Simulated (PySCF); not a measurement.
Computed shifts of a molecule C2H8O2Si, PySCF with PBE/pcSseg-1, GIAO, gas phase, atoms alike by connectivity averaged where their shifts nearly agree, in ppm (number of nuclei): ²⁹Si: -21.6 (1). ¹³C: 57.0 (1), 56.0 (1). ¹H: 5.31 (1), 5.15 (1), 4.04 (6). References: ²⁹Si against TMS (σ = 335.4 ppm); ¹⁷O against H2O (σ = 334.3 ppm); ¹³C against TMS (σ = 182.0 ppm); ¹H against TMS (σ = 31.49 ppm), references at their B3LYP-D3(BJ)/def2-TZVP geometries, non-relativistic. Geometry: ωB97X-D3(BJ)/def2-SVP. One conformer was computed; it need not be the lowest.

Question: Which structure fits?
A) CC[SiH](O)O
B) OCC[SiH2]O
C) CO[SiH2]OC
D) CO[Si@@H](C)O

Answer: C, CO[SiH2]OC
